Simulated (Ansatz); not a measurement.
Steps of a relaxation of `N=CBO` with RKS PBE-D4/def2-SVP.

```sh
$ ansatz run in.yaml --threads 2 --pin off --events-out ev --progress --plain --max-ram 4352MiB
```

```yaml
crystal:
  periodic: [false, false, false]
  atoms:
    - {symbol: N, position_ang: [-1.020800, 0.964300, -0.447800]}
    - {symbol: C, position_ang: [0.046400, 0.780900, 0.122600]}
    - {symbol: B, position_ang: [0.469900, -0.681800, 0.405300]}
    - {symbol: O, position_ang: [-0.271400, -1.801100, 0.038500]}
    - {symbol: H, position_ang: [-1.370000, 1.966800, -0.674500]}
    - {symbol: H, position_ang: [0.691100, 1.625700, 0.414300]}
    - {symbol: H, position_ang: [1.560400, -0.877700, 0.965600]}
    - {symbol: H, position_ang: [-0.013400, -2.034300, -0.879800]}
basis:
  gaussian: {orbitals: def2-SVP}
hamiltonian: {xc: pbe, dispersion: d4}
relax: {f_tol: 0.03, max_steps: 200}
```

Positions (Å) and forces (eV/Å) along the path, 10 of 10 steps:

```xyz
8
step=1 energy=-5304.3471 eV
N    -1.021    0.964   -0.448   -5.649    1.436   -3.029
C     0.046    0.781    0.123    3.157    0.383    1.700
B     0.470   -0.682    0.405    0.783   -1.582    0.449
O    -0.271   -1.801    0.038    0.627    0.737   -0.404
H    -1.370    1.967   -0.674    1.061   -1.210    0.590
H     0.691    1.626    0.414    0.664    0.366    0.362
H     1.560   -0.878    0.966   -0.201    0.048    0.052
H    -0.013   -2.034   -0.880   -0.441   -0.179    0.280
8
step=2 energy=-5304.6690 eV
N    -1.062    0.956   -0.496   -1.271    0.131   -0.893
C     0.044    0.781    0.116    0.612    0.541    0.025
B     0.542   -0.693    0.378   -0.159   -0.652    0.780
O    -0.230   -1.797    0.057    0.955    0.171   -0.897
H    -1.353    1.952   -0.685    0.516   -0.402    0.439
H     0.678    1.635    0.464    0.099    0.060    0.049
H     1.590   -0.876    1.012   -0.147    0.066   -0.102
H    -0.117   -2.014   -0.901   -0.605    0.085    0.599
8
step=3 energy=-5304.8581 eV
N    -1.068    0.924   -0.582    0.980   -0.518    0.666
C     0.052    0.769    0.081   -0.596    0.226   -0.564
B     0.574   -0.711    0.429   -0.322   -0.094   -0.189
O    -0.139   -1.837    0.076    0.872   -0.111   -2.252
H    -1.339    1.920   -0.658    0.162    0.201   -0.019
H     0.659    1.638    0.481   -0.299   -0.197   -0.148
H     1.622   -0.860    1.061   -0.338    0.034    0.220
H    -0.270   -1.899   -0.944   -0.459    0.460    2.286
8
step=4 energy=-5305.0591 eV
N    -1.066    0.893   -0.586    1.029   -0.367    0.413
C     0.058    0.751    0.066   -0.556    0.025   -0.413
B     0.611   -0.719    0.418   -0.297   -0.245    0.124
O    -0.016   -1.887    0.048   -0.182    0.755   -3.280
H    -1.313    1.895   -0.677   -0.018    0.089    0.033
H     0.636    1.630    0.485   -0.206   -0.225   -0.219
H     1.612   -0.834    1.127   -0.337   -0.016    0.087
H    -0.428   -1.786   -0.937    0.568   -0.016    3.255
8
step=5 energy=-5305.4556 eV
N    -1.021    0.784   -0.582    0.392    0.301    0.311
C     0.104    0.751    0.064   -0.054   -0.421    0.015
B     0.651   -0.712    0.444   -0.600    0.317   -0.624
O     0.030   -1.796   -0.079    0.324   -0.354   -0.601
H    -1.345    1.769   -0.670   -0.029   -0.067   -0.207
H     0.648    1.661    0.436   -0.230   -0.031   -0.121
H     1.568   -0.881    1.206    0.118   -0.157    0.319
H    -0.543   -1.635   -0.875    0.080    0.412    0.907
8
step=6 energy=-5305.5850 eV
N    -1.004    0.773   -0.597    0.073   -0.407   -0.010
C     0.095    0.720    0.080   -0.273    0.505    0.038
B     0.665   -0.720    0.438    0.467    0.029    0.239
O     0.104   -1.795   -0.128   -0.368   -0.275   -0.492
H    -1.334    1.746   -0.733    0.059   -0.012   -0.054
H     0.576    1.662    0.439    0.164   -0.074    0.088
H     1.586   -0.958    1.198    0.019    0.216    0.098
H    -0.596   -1.486   -0.752   -0.142    0.019    0.093
8
step=7 energy=-5305.6121 eV
N    -0.976    0.698   -0.584    0.106    0.191   -0.105
C     0.097    0.722    0.137   -0.233    0.159   -0.189
B     0.705   -0.720    0.434   -0.141   -0.451   -0.004
O     0.111   -1.747   -0.222   -0.391    0.265    0.161
H    -1.318    1.653   -0.824   -0.013   -0.215    0.153
H     0.563    1.678    0.475    0.031   -0.013    0.042
H     1.611   -0.970    1.206    0.112    0.051   -0.099
H    -0.701   -1.370   -0.677    0.529    0.013    0.040
8
step=8 energy=-5305.6458 eV
N    -0.940    0.698   -0.632   -0.023   -0.042   -0.049
C     0.098    0.722    0.131   -0.015   -0.169   -0.033
B     0.698   -0.738    0.437    0.082    0.203    0.097
O     0.058   -1.756   -0.164   -0.159    0.013   -0.109
H    -1.329    1.637   -0.837    0.026    0.007    0.033
H     0.536    1.663    0.535   -0.007    0.074    0.011
H     1.653   -0.956    1.153    0.062   -0.058    0.028
H    -0.682   -1.327   -0.679    0.033   -0.029    0.022
8
step=9 energy=-5305.6487 eV
N    -0.933    0.686   -0.639   -0.019    0.011   -0.013
C     0.100    0.719    0.131    0.010   -0.030    0.019
B     0.705   -0.736    0.443    0.012    0.042   -0.009
O     0.049   -1.743   -0.165   -0.034   -0.029   -0.009
H    -1.330    1.622   -0.840    0.026   -0.014    0.009
H     0.525    1.667    0.537   -0.018    0.032   -0.004
H     1.664   -0.970    1.153    0.003   -0.014   -0.002
H    -0.688   -1.301   -0.675    0.020    0.001    0.009
8
step=10 energy=-5305.6490 eV
N    -0.931    0.684   -0.641   -0.006   -0.001   -0.018
C     0.100    0.718    0.133    0.021    0.011    0.007
B     0.708   -0.736    0.441   -0.014   -0.012    0.022
O     0.045   -1.742   -0.162    0.003    0.006   -0.014
H    -1.325    1.620   -0.843    0.000    0.001    0.007
H     0.516    1.671    0.540   -0.006   -0.001   -0.004
H     1.668   -0.975    1.148   -0.004    0.003   -0.014
H    -0.689   -1.296   -0.672    0.006   -0.007    0.014
```

It took 14 s on 2 threads of an Arm Neoverse V1 on a shared host, with 0.14 GiB of host memory at the peak.
